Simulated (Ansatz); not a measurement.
Gas-phase reaction in SMILES: CO[SiH](OC)OC [trimethoxysilane] + 6 [H][H] (H2) -> 3 C (CH4) + 3 O (H2O) + [SiH4] (SiH4)
Each molecule is optimised on its own at B3LYP-D3(BJ)/def2-TZVP (Ansatz, a quantum-chemistry and plane-wave program), one conformer each, not searched for the lowest.

Quantity: energy of full hydrogenation (electronic energy difference), in eV. Valence correlation only, unless marked. No spin-orbit coupling. No relativistic terms. CBS(X,Y): correlation extrapolated as X^-3; Hartree-Fock from the larger set. [CCSD(T)-MP2]/basis is that difference in the basis named.

RI-MP2/CBS(aug-cc-pV(T+d)Z,aug-cc-pV(Q+d)Z)+[CCSD(T)-MP2]/aug-cc-pV(T+d)Z (Ansatz) gives -1.21 eV.

Q: Another calculation gave -1.50 eV. Which level was it?
A) LC-wPBE/def2-TZVPD (Ansatz)
B) BHLYP/def2-TZVPD (Ansatz)
C) revPBE/def2-TZVPD (Ansatz)
D) wB97X-V/def2-TZVPD (Ansatz)

A: A, LC-wPBE/def2-TZVPD (Ansatz). The others give -1.37 (BHLYP), -1.69 (revPBE), -1.10 (wB97X-V) eV.
